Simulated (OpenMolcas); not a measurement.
**I5+: effect of the active space**

| Item | Value |
| --- | --- |
| Program | OpenMolcas |
| Method | CASSCF or its RAS form |
| Basis | ANO-RCC-VQZP |
| Scalar Hamiltonian | DKH2, point nucleus |
| Spin-orbit coupling | RASSI with atomic mean-field integrals over the reference wave functions, term energies averaged over their components |

A. 2 electrons in 4 orbitals (5s 5p); 2S+1 = 3 even, 3 roots; 2S+1 = 1 even, 7 roots; 2S+1 = 3 odd, 3 roots; 2S+1 = 1 odd, 3 roots; cost about 30 core-seconds
B. 2 electrons in 8 orbitals (5s 5p 6s 6p); 2S+1 = 3 even, 3 roots; 2S+1 = 1 even, 7 roots; 2S+1 = 3 odd, 3 roots; 2S+1 = 1 odd, 3 roots; cost of the order of 25 core-seconds
C. 2 electrons in 9 orbitals (RAS2 5s 5p; RAS3 5d, at most 2 electrons); 2S+1 = 3 even, 3 roots; 2S+1 = 1 even, 7 roots; 2S+1 = 3 odd, 3 roots; 2S+1 = 1 odd, 3 roots; cost of the order of 25 core-seconds

Energies in cm⁻¹ above 5s² ¹S₀, the measured ground level; measured values from the list in Rauch et al., Astron. Astrophys. 606, A105 (2017).

```json
{"Level": "5s² ¹S₀", "A": "0.0", "B": "0.0", "C": "0.0", "Measured": "0.0"}
{"Level": "5s 5p ³P°₀", "A": "81510", "B": "82230", "C": "80720", "Measured": "85666"}
{"Level": "5s 5p ³P°₁", "A": "84929", "B": "85644", "C": "84051", "Measured": "89262"}
{"Level": "5s 5p ³P°₂", "A": "93424", "B": "94144", "C": "92597", "Measured": "99685"}
{"Level": "5s 5p ¹P°₁", "A": "136766", "B": "137273", "C": "129939", "Measured": "127424"}
{"Level": "5p² ³P₀", "A": "200047", "B": "200802", "C": "198805", "Measured": "200085"}
{"Level": "5p² ³P₁", "A": "206233", "B": "206925", "C": "205181", "Measured": "208474"}
{"Level": "5p² ³P₂", "A": "211398", "B": "212067", "C": "215404", "Measured": ""}
{"Level": "5p² ¹D₂", "A": "225691", "B": "226320", "C": "203596", "Measured": "209432"}
```

Deviations, from unrounded energies. A percentage is the sum of absolute deviations over the sum of measured energies, with the sign that they share, or ± where signs differ.

```json
{"Against measurement": "mean absolute deviation (cm-1)", "Levels": "7", "A": "6100", "B": "5900", "C": "4300"}
{"Against measurement": "other configurations (%)", "Levels": "7", "A": "±4.2", "B": "±4.1", "C": "±3.0"}
```

C lies closest to measurement on these levels and A furthest from it. The largest miss of C in the table is 5s 5p ³P°₂, by -7100 cm-1. The ranking rests on the paired levels alone, and a cruder setting can come out closer through cancelling errors.

Among A to C the level of the table that moves most is 5p² ¹D₂, by 23000 cm-1 (lowest in C, highest in B).

The ¹D term of p² mixes with s d, which this space lacks (holds for A; B). Active for correlation alone: 6p 6s; no level in the range computed is led by a configuration that fills them, so any true level of that kind is missing (holds for B). Active for correlation alone: 5d; no level in the range computed is led by a configuration that fills it, so any true level of that kind is missing (holds for C). Some terms mix strongly with configurations of 5d, whose occupation reaches 0.21 (5p² ¹D) (holds for C). Measured partners are found by configuration, term and J. A level has none where our copy of the source lacks it or the pairing is in doubt (some pairs that miss far off the trend of their configuration count as doubtful), and it then counts in no deviation. Only configurations of the active space appear. The table leaves out levels that lie high or whose names do not pair safely across all columns.

° marks odd parity.
